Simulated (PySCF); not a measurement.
Geometry (Å), atoms numbered from 1 in this order:
```xyz
12

C    -2.1559   -0.7221    0.3782
N    -1.3064   -0.1884   -0.3633
Si   -0.1238    1.0457   -0.2092
C     1.5156    0.1136   -0.5713
C     1.8037   -0.8224    0.4642
N     2.0028   -1.5655    1.3126
H    -2.3417   -0.4431    1.4179
H    -2.7718   -1.5269   -0.0159
H     0.0232    1.7717    1.0564
H    -0.4156    1.9323   -1.3318
H     2.3358    0.8273   -0.6468
H     1.4353   -0.4228   -1.5170
```

- coordinates at the GFN2-xTB level
- σ from GIAO-PBE0/pcSseg-1
- code: PySCF
- relativity neglected, averaged over atoms made equivalent by symmetry, fast rotation or ring inversion, gas phase, a single conformation

Question: List the cross peaks expected in HSQC, COSY and HMBC spectra.

Answer: 

HSQC (one-bond C–H):
| δH | δC |
| --- | --- |
| 8.90 (H7) | 177.2 (C1) |
| 8.82 (H8) | 177.2 (C1) |
| 1.77 (H11/H12) | 1.1 (C4) |

COSY cross peaks (H two or three bonds apart, from the bond graph; peaks can be absent where the dihedral angle is near 90°):
| δH | δH |
| --- | --- |
| 8.90 (H7) | 8.82 (H8) |
| 5.18 (H9/H10) | 1.77 (H11/H12) |

HMBC (two and three bonds, from the bond graph; two-bond peaks within aromatic rings are usually weak or absent):
| δH | δC |
| --- | --- |
| 5.18 (H9/H10) | 177.2 (C1), 122.1 (C5), 1.1 (C4) |
| 1.77 (H11/H12) | 122.1 (C5) |

References, each an isolated molecule treated in the same way: 1H (31.72 ppm), 13C (186.93 ppm) against TMS.

Shifts are as computed. Against solution values, carbons near 30 ppm lie about +3 ppm off and those near 130 ppm about +5 ppm (rms about the fit 2.1 ppm; single classes can miss by 10 ppm). Of 1328 compounds with measured shifts, 309 miss one by over three times the rms of a fit or turn the order of signals round; such compounds aren't used in these exercises. Signals without a measured value on file couldn't be tested in this way; 1H shifts scatter by 0.2 ppm about their fit, and single ones miss by 0.5 ppm.
